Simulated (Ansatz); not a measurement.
Relaxing a trial structure of CuGeH5Si

The starting geometry of this gas-phase singlet was optimised with GFN2-xTB.

```yaml
atoms:
  - { symbol: Cu, position_ang: [2.5448, 0.4120, 0.3754] }
  - { symbol: Ge, position_ang: [0.2598, 0.5022, -0.4645] }
  - { symbol: Si, position_ang: [-1.5130, -0.5667, 0.6408] }
  - { symbol: H, position_ang: [-0.5154, 1.8118, -0.6323] }
  - { symbol: H, position_ang: [-0.1433, -0.0483, -1.8352] }
  - { symbol: H, position_ang: [-1.9174, -1.9779, 0.5747] }
  - { symbol: H, position_ang: [3.9944, 0.3710, 0.8818] }
  - { symbol: H, position_ang: [-2.3244, -0.0772, 1.7628] }
```

**Question.** Predict what it relaxes into with PBE0-D3(BJ)/pcseg-1.

**Answer.** It rearranges to `[Cu][SiH2][GeH3]`. Contacts that open: Cu1–Ge2 (2.44 → 3.79 Å), Cu1–H7 (1.54 → 4.13 Å). Contacts that close: Cu1–Si3 (4.18 → 2.24 Å), Ge2–H7 (3.97 → 1.54 Å).

The energy falls by 2.22 eV over 47 steps:

```tsv
step	E − E(last) (eV)
1	2.220
6	1.519
11	1.206
16	0.770
21	0.442
27	0.167
32	0.046
37	0.044
42	0.006
47	0.000
```

Final geometry (Å):

```xyz
8

Cu    0.8894   -0.4874    2.8082
Ge    0.4104    0.7148   -0.7579
Si   -0.4294   -0.6560    1.0030
H     0.4717    2.1899   -0.3151
H    -0.4482    0.6477   -2.0373
H    -0.5125   -2.0563    0.4707
H     1.8439    0.2933   -1.1371
H    -1.8398   -0.2191    1.2690
```

Frequencies at the end are all real (lowest 71 cm⁻¹). Run with Ansatz 0.2.0, 2.3 min on 2 threads of Arm Neoverse V1, on a shared host.
